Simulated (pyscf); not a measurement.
Single points on ωB97X-D3(BJ)/def2-SVP structures (PySCF, gas phase).

Question: Estimate by transition-state theory (the high-pressure limit) the rate constant of `[CH3][In][OH]` [doublet] -> `[CH3][InH][O]` [doublet] (doublet surface; H–O broken, H–In formed) at 600 K, with ωB97M-D3(BJ)/def2-TZVP energies (ideal gas, 1 atm, RRHO with modes under 100 cm⁻¹ raised to 100, one conformer, R ln 2 for chiral ones without a mode under 150 cm⁻¹; no tunnelling).

Answer: The electronic barrier is 66.3 kcal/mol and the thermal terms add -3.1, so ΔG‡ = 63.2 kcal/mol. With k_BT/h = 1.25e+13 s⁻¹ and RT = 1.192 kcal/mol, k = 1.2e-10 s⁻¹; so small a molecule is far into fall-off at 1 atm, where the true rate is lower. Wigner's tunnelling factor for 1379i cm⁻¹ would be 1.46, likely too low at so high a frequency. A shift of 1 kcal/mol in the barrier changes k by a factor 2.3. This is the saddle that the search found; another between the same sides may lie lower. Elements past Kr carry the def2 core potentials, without spin-orbit coupling.
